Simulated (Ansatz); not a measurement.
Al$_{2}$ (SMILES [Al][Al]), triplet, at a GFN2-xTB geometry (such geometries of metal compounds can be far from the true shape).

Here is a job for Ansatz (an electronic-structure program).
Ansatz 0.2 input:
```yaml
crystal:
  periodic: [false, false, false]
  atoms:
    - {symbol: Al, position_ang: [-0.00000000, -0.00000000, -1.25283008]}
    - {symbol: Al, position_ang: [0.00000000, 0.00000000, 1.25283008]}
basis:
  gaussian:
    orbitals: 6-31G*
magnetization: {spin_polarized: true, initial_magnetization: 2}
correlation: {method: ccsd, electrons: outside_noble_gas}
```

Q: Give the coupled-cluster correlation energy (without the perturbative part) at the level CCSD/6-31G* run with Ansatz.

A: -0.1048 Eh

Q: Estimate the total energy that CCSD/6-31G* returns for this input.

A: -483.8404 Eh

Q: Estimate the SCF-reference <S^2> that CCSD/6-31G* returns for this input.

A: 2.030

Q: Estimate the MP2 correlation energy that CCSD/6-31G* returns for this input.

A: -0.0761 Eh

Q: Estimate the number of basis functions that CCSD/6-31G* returns for this input.

A: 38
